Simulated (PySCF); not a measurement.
**`N#C[SiH2][SiH3]`, CH5NSi2**

Molfile (atoms numbered from 1):
```
CH5NSi2
     RDKit          3D

  9  8  0  0  0  0  0  0  0  0999 V2000
    2.8133   -1.1563   -0.4018 N   0  0  0  0  0  0  0  0  0  0  0  0
    1.9769   -0.3909   -0.2329 C   0  0  0  0  0  0  0  0  0  0  0  0
    0.5632    0.7981    0.0400 Si  0  0  0  0  0  4  0  0  0  0  0  0
   -1.4038   -0.4200    0.0776 Si  0  0  0  0  0  4  0  0  0  0  0  0
    0.9304    1.4809    1.2868 H   0  0  0  0  0  0  0  0  0  0  0  0
    0.7126    1.7603   -1.0588 H   0  0  0  0  0  0  0  0  0  0  0  0
   -1.6239   -1.1263   -1.1857 H   0  0  0  0  0  0  0  0  0  0  0  0
   -2.5504    0.4678    0.2913 H   0  0  0  0  0  0  0  0  0  0  0  0
   -1.4048   -1.4078    1.1582 H   0  0  0  0  0  0  0  0  0  0  0  0
  1  2  3  0
  2  3  1  0
  3  4  1  0
  3  5  1  0
  3  6  1  0
  4  7  1  0
  4  8  1  0
  4  9  1  0
M  END
```

Computed with quadratic response PBE0/aug-cc-pVDZ first hyperpolarisability, Taylor convention, gas phase in PySCF. Geometry: GFN2-xTB.

Question: Give the tensor of the second harmonic β(−2ω;ω,ω) at 694.3 nm in the axes of these coordinates.

Answer: In au, Taylor convention; rows are the first index (the induced dipole):
|  | xx | yy | zz | xy | xz | yz |
| --- | --- | --- | --- | --- | --- | --- |
| x | +60.4 | +12.0 | +20.7 | +5.1 | -1.2 | -2.8 |
| y | +3.3 | -38.7 | -13.0 | +11.4 | -2.5 | -2.5 |
| z | -1.6 | -2.6 | -10.2 | -2.7 | +18.9 | -12.9 |

Norm of βᵢ = ⅓ Σⱼ (βᵢⱼⱼ + βⱼᵢⱼ + βⱼⱼᵢ): 103.9 au, hyper-Rayleigh value 39.3 au.
